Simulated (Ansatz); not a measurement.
Ge2H6O, SMILES `[OH][GeH2][GeH3]`. The species carries charge 0 and has multiplicity 1. Correlated methods include outer-core shells of Ge, which these sets cover unevenly. Scalar relativity is left out up to krypton.

Z-matrix (Å, degrees):
```
Ge
Ge 1 2.430
O 1 1.789 2 110.1
H 1 1.535 2 112.5 3 115.1
H 1 1.545 2 110.9 3 -121.1
H 2 1.538 1 110.5 3 176.8
H 2 1.539 1 109.7 3 57.4
H 2 1.536 1 110.6 3 -62.5
H 3 0.960 1 112.4 2 -65.4
```

Question: Give the diagnostics of a CCSD(T)/def2-TZVPP run (frozen core, Ansatz). (Estimate.)

Answer: Computed: T1 = 0.0119, largest single amplitude 0.020, largest double 0.026, (T) share of the correlation energy 3.3 %, 9 CCSD cycles. The RHF solution is stable towards an unrestricted one. T1 lies under the customary mark of 0.02 for closed shells.
